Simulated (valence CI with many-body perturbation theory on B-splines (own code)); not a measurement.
E1 line list for S XI

Calculated by valence CI with perturbative core correlation (CI+MBPT): four valence electrons over a frozen Dirac-Fock core [He], radial functions for each j: 11 s, 11 p, 9 d, 7 f, 5 g, 2 h, 1 i, with the one-electron correlation potential Σ1 (screened to all orders), the two-electron term Σ2, the three-electron term Σ3, Breit, model QED; selected single and double excitations, second order for the rest, scaled by the run's own slope (own B-spline code, finite nucleus).

No measured levels were compared; by estimate levels of excited configurations hold to 0.05 to 0.15 % of their energy, terms of the ground configuration to about 0.5 %. Among the levels kept, up to 250 cm⁻¹ of a level comes from second order outside the variational space, and about a tenth of that is noise between levels of different J, which matters for small intervals.

Lines 201 to 247 of 247 in falling wavelength, among levels below 2738300 cm⁻¹, chosen from the strongest by gf and those to the six lowest levels. Wavelengths and rates use the calculated energies, so an error of 300 cm⁻¹ moves a line at 39.24 Å by 0.012 % and its rate by three times that or more. Electric multipoles are in the length gauge, E1 and E2 with the static RPA response of the core. Weak lines are less certain than strong ones. Lines between different terms over intervals too small for the method are left out, as are lines whose strength nearly cancels.

Names give the largest LS component (configuration and term), which can be under half, so a name can repeat, a term be missing and a line seem to break the LS rules; names also repeat where a configuration has a term twice.

| λ vac (Å) | Upper | Lower | A (s⁻¹) | S (a.u.) with core polarisation | S without |
| --- | --- | --- | --- | --- | --- |
| 39.24 | 2s2 2p 3d 3D°_1 | 2s2 2p2 3P_0 | 1.62e+12 | 1.45e-01 | 1.45e-01 |
| 39.23 | 2s2 2p 3d 3P°_1 | 2s2 2p2 3P_2 | 5.79e+11 | 5.18e-02 | 5.19e-02 |
| 39.14 | 2s2 2p 3d 3P°_2 | 2s2 2p2 3P_1 | 4.15e+10 | 6.14e-03 | 6.15e-03 |
| 39.12 | 2s2 2p 3d 3P°_1 | 2s2 2p2 3P_1 | 7.31e+11 | 6.48e-02 | 6.49e-02 |
| 39.10 | 2s2 2p 3d 3P°_0 | 2s2 2p2 3P_1 | 1.27e+12 | 3.75e-02 | 3.75e-02 |
| 39.06 | 2s 2p2 3p 5P°_1 | 2s2 2p2 1D_2 | 1.94e+07 | 1.71e-06 | 1.70e-06 |
| 39.04 | 2s2 2p 3d 3P°_1 | 2s2 2p2 3P_0 | 6.06e+10 | 5.34e-03 | 5.35e-03 |
| 38.98 | 2s 2p2 3p 5P°_3 | 2s2 2p2 1D_2 | 4.60e+07 | 9.41e-06 | 9.39e-06 |
| 38.81 | 2s2 2p 3d 1F°_3 | 2s2 2p2 3P_2 | 1.25e+09 | 2.53e-04 | 2.54e-04 |
| 38.80 | 2s2 2p 3d 1P°_1 | 2s2 2p2 3P_2 | 4.50e+08 | 3.89e-05 | 3.89e-05 |
| 38.69 | 2s2 2p 3d 1P°_1 | 2s2 2p2 3P_1 | 6.22e+09 | 5.33e-04 | 5.34e-04 |
| 38.67 | 2s 2p2 3p 3D°_2 | 2s2 2p2 1D_2 | 2.35e+08 | 3.35e-05 | 3.35e-05 |
| 38.62 | 2s2 2p 3d 1P°_1 | 2s2 2p2 3P_0 | 7.30e+09 | 6.22e-04 | 6.24e-04 |
| 38.59 | 2s 2p2 3p 3D°_3 | 2s2 2p2 1D_2 | 2.61e+09 | 5.17e-04 | 5.16e-04 |
| 38.53 | 2s 2p2 3p 3S°_1 | 2s2 2p2 3P_2 | 2.53e+11 | 2.15e-02 | 2.14e-02 |
| 38.52 | 2s 2p2 3p 5S°_2 | 2s2 2p2 1D_2 | 1.04e+07 | 1.47e-06 | 1.47e-06 |
| 38.45 | 2s 2p2 3p 5D°_1 | 2s2 2p2 3P_2 | 6.46e+09 | 5.43e-04 | 5.42e-04 |
| 38.43 | 2s 2p2 3p 3S°_1 | 2s2 2p2 3P_1 | 1.92e+11 | 1.61e-02 | 1.61e-02 |
| 38.41 | 2s 2p2 3p 5D°_2 | 2s2 2p2 3P_2 | 1.38e+08 | 1.93e-05 | 1.92e-05 |
| 38.39 | 2s 2p2 3p 3P°_1 | 2s2 2p2 1D_2 | 1.16e+09 | 9.69e-05 | 9.66e-05 |
| 38.36 | 2s 2p2 3p 5D°_0 | 2s2 2p2 3P_1 | 7.00e+08 | 1.95e-05 | 1.94e-05 |
| 38.36 | 2s 2p2 3p 3P°_2 | 2s2 2p2 1D_2 | 1.21e+09 | 1.68e-04 | 1.68e-04 |
| 38.35 | 2s 2p2 3p 3S°_1 | 2s2 2p2 3P_0 | 7.54e+10 | 6.30e-03 | 6.28e-03 |
| 38.35 | 2s 2p2 3p 5D°_3 | 2s2 2p2 3P_2 | 8.05e+06 | 1.57e-06 | 1.58e-06 |
| 38.34 | 2s 2p2 3p 5D°_1 | 2s2 2p2 3P_1 | 2.37e+09 | 1.98e-04 | 1.98e-04 |
| 38.31 | 2s 2p2 3p 5D°_2 | 2s2 2p2 3P_1 | 4.51e+07 | 6.26e-06 | 6.21e-06 |
| 38.27 | 2s 2p2 3p 5D°_1 | 2s2 2p2 3P_0 | 4.82e+08 | 4.00e-05 | 4.00e-05 |
| 38.24 | 2s 2p2 3p 5P°_1 | 2s2 2p2 3P_2 | 5.91e+09 | 4.89e-04 | 4.88e-04 |
| 38.22 | 2s 2p2 3p 5P°_2 | 2s2 2p2 3P_2 | 1.71e+07 | 2.35e-06 | 2.32e-06 |
| 38.16 | 2s 2p2 3p 5P°_3 | 2s2 2p2 3P_2 | 6.54e+09 | 1.26e-03 | 1.25e-03 |
| 38.14 | 2s 2p2 3p 5P°_1 | 2s2 2p2 3P_1 | 4.95e+09 | 4.06e-04 | 4.05e-04 |
| 38.12 | 2s 2p2 3p 5P°_2 | 2s2 2p2 3P_1 | 2.54e+09 | 3.47e-04 | 3.46e-04 |
| 38.06 | 2s 2p2 3p 5P°_1 | 2s2 2p2 3P_0 | 4.79e+09 | 3.91e-04 | 3.90e-04 |
| 37.91 | 2s 2p2 3p 3D°_1 | 2s2 2p2 3P_2 | 3.57e+09 | 2.88e-04 | 2.87e-04 |
| 37.86 | 2s 2p2 3p 3D°_2 | 2s2 2p2 3P_2 | 7.23e+10 | 9.69e-03 | 9.66e-03 |
| 37.81 | 2s 2p2 3p 3D°_1 | 2s2 2p2 3P_1 | 1.75e+11 | 1.40e-02 | 1.40e-02 |
| 37.79 | 2s 2p2 3p 3D°_3 | 2s2 2p2 3P_2 | 4.83e+11 | 9.00e-02 | 8.98e-02 |
| 37.76 | 2s 2p2 3p 3D°_2 | 2s2 2p2 3P_1 | 4.14e+11 | 5.50e-02 | 5.48e-02 |
| 37.73 | 2s 2p2 3p 3D°_1 | 2s2 2p2 3P_0 | 3.06e+11 | 2.43e-02 | 2.43e-02 |
| 37.72 | 2s 2p2 3p 5S°_2 | 2s2 2p2 3P_2 | 2.77e+09 | 3.67e-04 | 3.66e-04 |
| 37.62 | 2s 2p2 3p 5S°_2 | 2s2 2p2 3P_1 | 4.84e+08 | 6.36e-05 | 6.34e-05 |
| 37.60 | 2s 2p2 3p 3P°_1 | 2s2 2p2 3P_2 | 2.51e+11 | 1.97e-02 | 1.97e-02 |
| 37.57 | 2s 2p2 3p 3P°_2 | 2s2 2p2 3P_2 | 4.04e+11 | 5.29e-02 | 5.27e-02 |
| 37.52 | 2s 2p2 3p 3P°_0 | 2s2 2p2 3P_1 | 4.83e+11 | 1.26e-02 | 1.26e-02 |
| 37.50 | 2s 2p2 3p 3P°_1 | 2s2 2p2 3P_1 | 1.22e+11 | 9.52e-03 | 9.49e-03 |
| 37.47 | 2s 2p2 3p 3P°_2 | 2s2 2p2 3P_1 | 8.17e+10 | 1.06e-02 | 1.06e-02 |
| 37.43 | 2s 2p2 3p 3P°_1 | 2s2 2p2 3P_0 | 1.13e+11 | 8.74e-03 | 8.72e-03 |
